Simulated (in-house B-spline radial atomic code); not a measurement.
**Plasmons and hot-electron lifetimes in Mg from the free-electron model**

The electrons form a uniform gas at zero temperature with Lindhard's dielectric function (RPA). An added electron of energy E, from the band bottom, collides once per mean free path λ, with 1/λ = (1/πE) ∫dω ∫dq/q Im(−1/ε(q, ω)), in atomic (or effective) units, with ω up to E − E_F and q between √(2E) ∓ √(2(E − ω)); electron-hole pairs and the plasmon pole are integrated apart. No exchange between the two electrons.

Mg: 2 valence electrons per atom, density 1.74 g/cm³, mass 24.3 u, so r_s = 2.65 bohr. Core levels, phonons and band structure are left out.

**Question.** Find E_F, the plasma energy, the screening length and the long-wave dispersion of the plasmon.

**Answer.** k_F = 1.91916/2.65 = 0.7242, E_F = k_F²/2 = 7.14 eV. ω_p = √(3/r_s³) = 0.4015 hartree = 10.93 eV. The Thomas-Fermi length is √(π/4k_F) = 1.041 bohr = 0.0551 nm. For small q, ω = ω_p + α q² with α = (3/5) E_F/ω_p = 0.3919; at q = 0.2348 this gives 11.51 eV, and the zero of ε lies at 11.54 eV. The plasmon meets the pair continuum ω = q k_F + q²/2 at q_c = 0.587 = 0.81 k_F, 16.3 eV.

```
E − E_F (eV)  λ (nm)  share of plasmon losses  lifetime (fs)  stopping (eV/nm)
       0.357     312                     0.00            192          0.000761
       0.714    83.6                     0.00           50.3           0.00566
        1.43    23.9                     0.00           13.8            0.0394
         2.5    9.35                     0.00           5.08             0.175
        3.57     5.4                     0.00           2.78             0.429
        5.35    3.03                     0.00           1.45              1.14
        7.14    2.05                     0.00          0.915              2.25
        9.28    1.44                     0.00          0.601              4.16
        11.4    1.12                     0.00          0.438              6.61
        14.3    0.86                     0.00          0.313              10.7
        17.8   0.411                     0.34          0.139              30.8
        22.8   0.327                     0.42          0.101                42
```

**Question.** Quinn and Ferrell's limit is τ = 263 r_s^(−5/2) (E − E_F)⁻² fs·eV². How far does it hold?

**Answer.** The prefactor is 23.0 fs·eV². At 0.357 eV it gives 181 fs against 192, a ratio of 1.06; at 3.57 eV 1.81 against 2.78, a ratio of 1.54. The inverse square comes from the phase space of two final states near E_F; the formula is the limit of high density and small excess energy.

**Question.** From what energy can an electron emit a plasmon?

**Answer.** It needs ω ≤ q v − q²/2 and a final state above E_F. On the computed dispersion this first holds at E − E_F = 15.7 eV, above ω_p = 10.9 eV, since a slow electron can only couple to plasmons of large q, which cost more.
